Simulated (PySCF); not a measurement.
Compound: fluorobenzene, C6H5F.
Bonds: F1–C2, C2–C3 (aromatic), C3–C4 (aromatic), C4–C5 (aromatic), C5–C6 (aromatic), C6–C7 (aromatic), C2–C7 (aromatic). Hydrogens: H8 on C3; H9 on C4; H10 on C5; H11 on C6; H12 on C7.

Level of theory: B3LYP/6-31+G* geometry optimisation, gas phase (PySCF 2.14.0).

Q: Give the optimised bond lengths and angles.

A: 
| bond | length (Å) |
| --- | --- |
| F1–C2 | 1.362 |
| C2–C3, C2–C7 | 1.390 |
| C3–C4, C6–C7 | 1.399 |
| C4–C5, C5–C6 | 1.399 |
| C3–H8, C7–H12 | 1.085 |
| C4–H9, C6–H11 | 1.087 |
| C5–H10 | 1.086 |

Bonds in one row agree within 0.01 Å and their mean is given. A selection of angles:
| angle | degrees |
| --- | --- |
| F1–C2–C3 | 118.6 |
| C3–C2–C7 | 122.7 |
| C2–C3–C4 | 118.3 |
| C2–C3–H8 | 119.8 |
| C4–C3–H8 | 121.9 |
| C3–C4–C5 | 120.5 |
| C3–C4–H9 | 119.4 |
| C5–C4–H9 | 120.1 |
| C4–C5–C6 | 119.8 |
| C4–C5–H10 | 120.1 |

The 7 heavy atoms lie in one plane (0.000 Å rms). The 6-membered ring C2–C3–C4–C5–C6–C7 has internal angles of 118.3° to 122.7°; it is planar, 0.00 Å rms from its mean plane, widest ring torsion 0°.

Point group: C2v (every atom within 0.08 Å of its image). No B3LYP/6-31+G* frequencies stand behind this structure, so it isn't proved a minimum.
